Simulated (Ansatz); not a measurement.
`[Cl][InH][SeH]` and `ClB[SeH]` differ in one element.

Ansatz, PBE0-D4/def2-TZVP geometries, multiplicity 1. Each molecule was computed in one conformer, which needn't be the lowest.

Elements past krypton have def2 core potentials. Scalar relativity is left out up to krypton.

```json
{"property": "zero-point energy (PBE0-D4/def2-TZVP) / kJ/mol", "`[Cl][InH][SeH]`": "40.0"}
{"property": "HOMO energy (PBE/def2-TZVPP) / eV", "`[Cl][InH][SeH]`": "-6.40"}
{"property": "size of the dipole moment (ωB97M-V/def2-TZVPP) / D", "`[Cl][InH][SeH]`": "2.82"}
{"property": "HOMO–LUMO gap (ωB97M-V/def2-TZVPP) / eV", "`[Cl][InH][SeH]`": "9.46"}
{"property": "HOMO energy (PBE0/def2-TZVPP) / eV", "`[Cl][InH][SeH]`": "-7.52"}
{"property": "LUMO energy (PBE/def2-TZVPP) / eV", "`[Cl][InH][SeH]`": "-2.39"}
```

Task: Give the same properties after the change, and the shifts. (An estimate is asked.)

Result: Ansatz gave: 
```csv
property,`ClB[SeH]`,shift
zero-point energy (PBE0-D4/def2-TZVP) / kJ/mol,58.6,18.6
HOMO energy (PBE/def2-TZVPP) / eV,-6.72,-0.32
size of the dipole moment (ωB97M-V/def2-TZVPP) / D,1.22,-1.60
HOMO–LUMO gap (ωB97M-V/def2-TZVPP) / eV,10.47,1.01
HOMO energy (PBE0/def2-TZVPP) / eV,-7.82,-0.30
LUMO energy (PBE/def2-TZVPP) / eV,-2.33,0.06
```

With PBE0 the HOMO falls by 0.30 eV and the LUMO rises by 0.28 eV, so the gap widens by about 0.58 eV. PBE moves the HOMO by -0.32 eV and ωB97M-V by -0.28 eV. Dipoles are sizes alone; their direction can turn.

Spin–orbit coupling is left out; it splits and shifts lone-pair levels of the heavy atoms by tenths of an eV.
